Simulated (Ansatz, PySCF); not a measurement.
Dissociation curve of SMILES CI. The C1–I5 bond (C1 also carries H, H, H; I5 carries nothing else) is pulled apart rigidly from the PBE0/def2-TZVP, def2 effective core potentials past Kr optimised geometry.

Computed with: RKS-PBE = Ansatz (an electronic-structure program) with restricted PBE/def2-SVP, def2 effective core potentials past Kr; UKS-PBE = unrestricted PBE/def2-SVP, def2 effective core potentials past Kr (Ansatz); RKS-TPSSh = PySCF with restricted TPSSh/def2-SVP, def2 effective core potentials past Kr; UKS-PBE0 = unrestricted PBE0/def2-SVP, def2 effective core potentials past Kr (PySCF).

Energies relative to the lowest point of each curve near equilibrium, in kJ/mol; the last columns give the difference from UKS-PBE0:

```tsv
R / Å	RKS-PBE	UKS-PBE	RKS-TPSSh	UKS-PBE0	RKS-PBE − UKS-PBE0	UKS-PBE − UKS-PBE0	RKS-TPSSh − UKS-PBE0
1.59	571.4	571.4	570.2	558.8	12.6	12.6	11.4
1.72	270.2	270.2	267.9	258.8	11.4	11.4	9.1
1.79	169.9	169.9	167.5	159.8	10.2	10.2	7.8
1.91	64.3	64.3	62.3	57.1	7.3	7.3	5.3
2.01	20.2	20.2	18.9	15.8	4.4	4.4	3.1
2.04	12.5	12.5	11.4	9.0	3.5	3.5	2.4
2.13	0.7	0.7	0.3	0.0	0.7	0.7	0.3
2.18	0.0	0.0	0.0	0.8	-0.8	-0.8	-0.8
2.24	3.2	3.2	3.7	5.9	-2.7	-2.7	-2.2
2.32	12.7	12.7	13.9	18.0	-5.3	-5.3	-4.1
2.48	43.0	43.0	45.7	53.4	-10.4	-10.4	-7.7
2.66	85.3	85.3	89.7	101.3	-16.0	-16.0	-11.6
2.84	128.8	128.8	135.1	150.2	-21.4	-21.4	-15.1
3.16	198.7	198.7	208.8	216.9	-18.2	-18.2	-8.1
3.53	261.1	250.2	276.1	253.6	7.5	-3.5	22.4
3.87	301.9	272.3	321.0	269.9	32.0	2.4	51.1
4.26	333.5	285.3	356.3	278.9	54.6	6.4	77.4
4.71	355.8	292.8	381.6	283.3	72.5	9.5	98.3
5.20	369.4	296.8	397.3	285.1	84.3	11.7	112.2
5.80	377.8	298.9	407.7	285.8	92.0	13.1	121.8
6.34	381.2	299.7	412.4	286.1	95.1	13.6	126.3
7.48	383.0	300.0	—	286.2	96.8	13.8	—
```

RKS-PBE is furthest from UKS-PBE0 at 7.48 (96.8 kJ/mol, above); its mean absolute difference over the points is 30.0 kJ/mol.

UKS-PBE is furthest from UKS-PBE0 at 2.84 (-21.4 kJ/mol, below); its mean absolute difference over the points is 9.0 kJ/mol.

RKS-TPSSh is furthest from UKS-PBE0 at 6.34 (126.3 kJ/mol, above); its mean absolute difference over the points is 33.3 kJ/mol.

Dashes: no converged value, or the column stops at the first point that the program doubted or that broke a chosen test of continuity, which isn't proof of a fault.

The restricted form behind RKS-PBE, RKS-TPSSh keeps the bonding electrons paired and can't separate into open-shell fragments. The unrestricted determinant behind UKS-PBE is spin-contaminated at 3.53 to 7.48 Å (<S²> up to 1.0, against 0.00 for a pure singlet). The unrestricted determinant behind UKS-PBE0 is spin-contaminated at 3.16 to 7.48 Å (<S²> up to 1.0, against 0.00 for a pure singlet).
